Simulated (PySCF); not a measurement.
Geometries of 2 isomers of C3H5FSe, from PBE0-D3(BJ)/def2-SVP geometry optimisation, gas phase in PySCF 2.14.0. One conformer each, no zero-point energy, no frequencies.

Task: Which is lower in electronic energy at this level?
A.
```xyz
10
angstrom
F      0.028   -1.462   -1.294
C      0.016   -0.208   -0.745
C      1.174    0.076    0.201
Se     0.000    1.276    1.244
C     -1.149    0.055    0.197
H      0.011    0.530   -1.564
H      2.076    0.530   -0.227
H      1.431   -0.810    0.800
H     -1.393   -0.835    0.795
H     -2.058    0.494   -0.235
```
B.
```xyz
10
angstrom
C     -2.034   -0.183   -0.011
Se    -0.521    0.919   -0.523
C      0.827   -0.235    0.119
C      2.128    0.011   -0.016
F      2.578    1.103   -0.633
H     -2.003   -1.152   -0.527
H     -2.935    0.361   -0.324
H     -2.062   -0.326    1.078
H      0.513   -1.147    0.631
H      2.925   -0.640    0.354
```

Result: A. That is `FC1C[Se]C1`, 11.0 kcal/mol below the other.

```
     SMILES            atoms numbered as above       E (Eh)  relative (kcal/mol)  relative (kJ/mol)  dipole (D)
 FC1C[Se]C1  [F:1][CH:2]1[CH2:3][Se:4][CH2:5]1  -2617.73169                  0.0                0.0        0.35
C[Se]/C=C\F  [CH3:1][Se:2]/[CH:3]=[CH:4]\[F:5]  -2617.71421                 11.0               45.9        2.55
```

As drawn, the lower has a four-membered ring, which the higher lacks; the higher has a C=C bond outside aromatic rings, which the lower lacks.
